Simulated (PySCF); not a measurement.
**Assignment exercise: C6H15NSi**

Mapped SMILES: `[CH3:1]/[N:2]=[CH:3]\[SiH2:4][C:5]([CH3:6])([CH3:7])[CH3:8]`. Each H is labelled by its parent atom.

Averaged over atoms made equivalent by symmetry, fast rotation or ring inversion, non-relativistic, one computed conformer, gas phase. GIAO B3LYP/pcSseg-1 shieldings; geometry from PBE0-D3(BJ)/def2-SVP; PySCF.

Shifts are taken against calculated references (same method and geometry level): $^{13}$C and $^{1}$H against TMS.

Question: Assign these signals to the numbered atoms. $^{13}$C{$^{1}$H} NMR (computed): δ 177.6 (CH), 52.8 (CH3), 28.9 (CH3), 17.6 (C).

Answer: 
177.6 → C3, C=N carbon
52.8 → C1, methyl carbon bonded to N: pulled downfield by the heteroatom
28.9 → C6/C7/C8, methyl carbon: aliphatic region, no heteroatom directly attached
17.6 → C5, fully substituted sp3 carbon bonded to Si

Question: Assign these signals to the numbered atoms. $^{1}$H NMR (400 MHz, computed): δ 8.41 (t, 1H), 4.18 (d, 2H), 3.68 (s, 3H), 1.11 (s, 9H).

Answer: 
8.41 → H(C3), hydrogen on a C=N carbon
4.18 → H(Si4), hydrogen on a silicon bonded to 2 C
3.68 → H(C1), hydrogen on a methyl carbon bonded to N: its carbon carries N, hence the downfield position
1.11 → H(C6)/H(C7)/H(C8), hydrogen on a methyl carbon

Shifts are as computed. Against solution values, carbons near 30 ppm lie about +2 ppm off and those near 130 ppm about +6 ppm. Of 1211 compounds with measured shifts, 218 miss one by over three times the rms of a fit or turn the order of signals round; such compounds aren't used in these exercises. No couplings were computed; multiplicities are counted from neighbouring protons, with m where these are inequivalent, close in shift, in a saturated or five-membered ring or joined by F or P, and br s for small geminal =CH2 splittings.
